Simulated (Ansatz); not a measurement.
Ideal-gas functions of `C[CH2][Cd][Cl]` at 600 K and 1 bar, from an Ansatz frequency run at PBE0-D4/def2-TZVP.

Molar mass 176.93 g/mol, point group Cs (symmetry number 1), electronic degeneracy 1, moments of inertia 23.866, 383.153, 400.798 u Å². Harmonic wavenumbers (cm⁻¹, unscaled): 72, 94, 227, 239, 347, 500, 646, 950, 974, 1045, 1197, 1257, 1408, 1457, 1492, 1496, 3033, 3067, 3097, 3106, 3128.

Use S(trans) = R[1.5 ln M + 2.5 ln T − 1.1517]; rotational temperatures θ = 24.2544 K / I; S(rot) = R[ln(√π/σ · √(T³/θAθBθC)) + 1.5]; for each mode x = 1.438777 ν̃/T, S = R[x/(eˣ − 1) − ln(1 − e⁻ˣ)] and H = RT x/(eˣ − 1); 1 cm⁻¹ = 0.0119627 kJ/mol; R = 8.31446 J/(mol·K).

Question: By hand: the entropy, in J/(mol·K).

Answer: Translation 187.9. Rotation: θ = 1.0163, 0.0633, 0.0605 K, giving 120.1. Vibration, mode by mode: 22.93, 20.72, 13.47, 13.06, 10.08, 7.29, 5.46, 3.06, 2.93, 2.56, 1.92, 1.71, 1.28, 1.17, 1.09, 1.08, 0.05, 0.04, 0.04, 0.04, 0.04, in all 110.0. Electronic 0.0. Sum 418.0 J/(mol·K).

Question: By hand: H − E and G − E in kJ/mol, counted from the electronic energy.

Answer: Zero-point energy ½ × 28832 × 0.0119627 = 172.5; thermal vibration 31.9; translation, rotation and pV give 4 RT = 20.0. H − E = 224.4 kJ/mol, and G − E = 224.4 − 600 × 418.0/1000 = -26.4 kJ/mol.

Vibration gives 26 % of the entropy, 43.6 J/(mol·K) of it from the modes under 150 cm⁻¹: soft modes count most, and the harmonic formula is weakest for them. The sum counts one conformer and one mirror image; others add a mixing term.
